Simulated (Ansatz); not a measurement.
`CCOC(=O)C(F)(F)F`, charge 0, multiplicity 1.

**Question.** Give a relaxed structure at PBE0-D4/def2-TZVP (Ansatz 0.2.0). (An estimate is asked.)

**Answer.** Computed: 
Z-matrix (Å, degrees):
```
C
C 1 1.507
H 1 1.091 2 111.0
H 1 1.092 2 109.4 3 -119.3
H 1 1.091 2 110.9 3 121.4
O 2 1.442 1 111.0 3 -64.7
H 2 1.089 1 111.9 3 179.5
H 2 1.091 1 111.6 3 56.4
C 6 1.318 2 116.4 1 84.3
O 9 1.194 6 127.7 2 1.1
C 9 1.545 6 109.4 2 -179.0
F 11 1.321 9 110.5 6 -179.1
F 11 1.334 9 110.3 6 60.9
F 11 1.333 9 110.7 6 -58.8
```
This is one stationary point; other conformers may exist.
